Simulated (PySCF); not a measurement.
# One molecule, several mistakes: B2H5O anion

These are calculations, not measurements. The program is PySCF 2.14.0, an open-source quantum chemistry code, run on an isolated molecule that a program drew, which may never have been made. The molecule is B2H5O anion (charge -1, singlet), drawn as the SMILES string `[BH3-]BO`.

Each row is a Hartree-Fock (HF) and frozen-core CCSD(T) single point in the aug-cc-pVDZ basis, meant for a local HF minimum. Run 1 is clean. Each other run has one planted mistake out of seven kinds, and not every kind appears here: one electron removed, one electron added, multiplicity raised by two, geometry at a saddle point, minimal basis STO-3G, one bond length entered in bohr, all coordinates scaled. The reference is restricted for singlets and unrestricted otherwise, and also for a bond in bohr. Adding or removing an electron swaps singlet and doublet. Electrons count all cores. HOMO and LUMO are orbital energies over both spins, the gradient is its largest component, and the lowest frequency (negative if imaginary) is given only where the gradient is small. Bond lengths are over the 7 bonds as drawn. T1 is the CCSD diagnostic: over 0.02 (restricted) or 0.045 (unrestricted) a single reference is doubtful.

Geometry of the clean run:
```xyz
8
B2H5O anion, angstrom
B    -1.5739   -1.2213    1.4037
B    -0.6988   -0.3094    0.2324
O    -1.0694   -0.2344   -1.1105
H    -2.5658   -1.7877    0.8672
H    -1.9814   -0.4754    2.3213
H    -0.8383   -2.0934    1.9161
H     0.3162    0.3598    0.4229
H    -1.8476   -0.7564   -1.2209
```

```
run,electrons,basis functions,<S^2>,HOMO (eV),LUMO (eV),gradient (hartree/bohr),lowest frequency (cm^-1),mean bond (Å),longest bond (Å),T1,HF (hartree),CCSD(T) (hartree),mistake
1,24,114,0.000,-4.37,3.86,2.0e-05,95,1.2937,1.723,0.0152,-127.17422,-127.64701,no fault
2,24,114,0.858,-4.78,3.79,2.2e-02,-,1.4136,1.783,0.0579,-127.05590,-127.52213,one bond length entered in bohr
3,23,114,0.759,-12.07,-1.29,9.9e-02,-,1.2937,1.723,0.0200,-127.07251,-127.51752,one electron removed
4,24,20,0.000,-1.05,15.16,5.5e-02,-,1.2937,1.723,0.0165,-125.38795,-125.54970,minimal basis STO-3G
5,24,114,0.000,-4.61,3.87,6.3e-02,-,1.4127,1.882,0.0171,-127.13436,-127.61756,?
6,24,114,2.009,0.90,2.00,1.1e-01,-,1.2937,1.723,0.0319,-127.03857,-127.49369,?
```

**Which mistake was planted in run 5, and what did it cost?**

The mean and the longest bond both change by the same factor, 1.092, and the gradient is no longer small. So the mistake is: all coordinates scaled. Subtracting run 1 and multiplying by 627.51 kcal/mol a hartree, the energy moved by 25.0 kcal/mol in HF and 18.5 kcal/mol in CCSD(T).

**Which mistake was planted in run 6, and what did it cost?**

Electrons, basis and geometry are unchanged, and <S^2> is 2.009, beside S(S+1) = 2.00 for a multiplicity of 3. So the mistake is: multiplicity raised by two. Subtracting run 1 and multiplying by 627.51 kcal/mol a hartree, the energy moved by 85.1 kcal/mol in HF and 96.2 kcal/mol in CCSD(T).

Cautions from the logs. Run 2: T1 is over the limit, so its CCSD(T) energy is less reliable; run 6: the HOMO is above zero, so the electron isn't bound and the energy depends on the basis.
